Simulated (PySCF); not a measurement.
## Computed properties of (Z)-1-chloro-1,2-difluoroprop-1-ene (C3H3ClF2), SMILES F/C(Cl)=C(\C)F

C₃H₃ClF₂, SMILES C/C(F)=C(\F)Cl. Coordinates come from a B3LYP-D3(BJ)/def2-SVP optimisation. One conformer was computed; it need not be the lowest. All values are computed for the isolated molecule unless a solvent is named; none is compared with measurement here.

**Structure.** The optimised structure has Cs symmetry. All 21 harmonic modes at B3LYP-D3(BJ)/def2-SVP (PySCF) are real, so it is a minimum. With heavy atoms numbered as in [CH3:1]/[C:2]([F:3])=[C:4](\[F:5])[Cl:6], the shortest bond between them is C4–F5 at 1.334 Å and the longest C4–Cl6 at 1.720 Å.

**Vibrations.** The strongest infrared lines (harmonic, unscaled, degenerate partners summed) lie at 1224 cm⁻¹ (233 km/mol, C 67 %, F 29 %), 1057 cm⁻¹ (83 km/mol, C 57 %, H 39 %), 1306 cm⁻¹ (65 km/mol, C 66 %, H 21 %, F 13 %). The softest mode is at 151 cm⁻¹ and the zero-point energy is 34.8 kcal/mol.

**Electronic structure.** B3LYP/def2-TZVP (PySCF) places the frontier levels at -6.88 and -0.06 eV, a gap of 6.82 eV, and gives a dipole moment of 1.69 D and a mean polarisability of 51.0 bohr³. PBE/def2-TZVP (PySCF) at the same geometry gives -5.79 and -0.76 eV, so its gap is 1.79 eV narrower. An orbital gap is neither the optical nor the fundamental gap.

**Excitations.** TDA-B3LYP/def2-SVPD (PySCF) has S1 at 5.89 eV (210 nm, f = 0.000, dark); the most intense of the 10 singlets computed lies at 7.32 eV (f = 0.63). T1 (TDA) is at 4.16 eV, 1.73 eV under S1. TDA-PBE/def2-SVPD (PySCF) puts S1 at 5.52 eV. No vertical singlet excitation falls in the visible range (under 3.1 eV).

**NMR.** GIAO shifts at HF/pcSseg-1 (PySCF) (non-relativistic, atoms alike by connectivity averaged): ¹³C from 15.6 to 154.6 ppm against TMS; ¹H at 2.6 ppm against TMS; ¹⁹F from -128.4 to -117.2 ppm against CFCl3. Without spin–orbit terms, shifts of atoms bonded to Cl or Br come out too high.

**Solvation.** SMD-PBE0/6-31G* (PySCF) gives 1.5 kcal/mol in water, -2.1 kcal/mol in tetrahydrofuran, -1.1 kcal/mol in dimethylsulfoxide (1 M in both phases, gas-phase geometry); of these solvents tetrahydrofuran holds the molecule best.
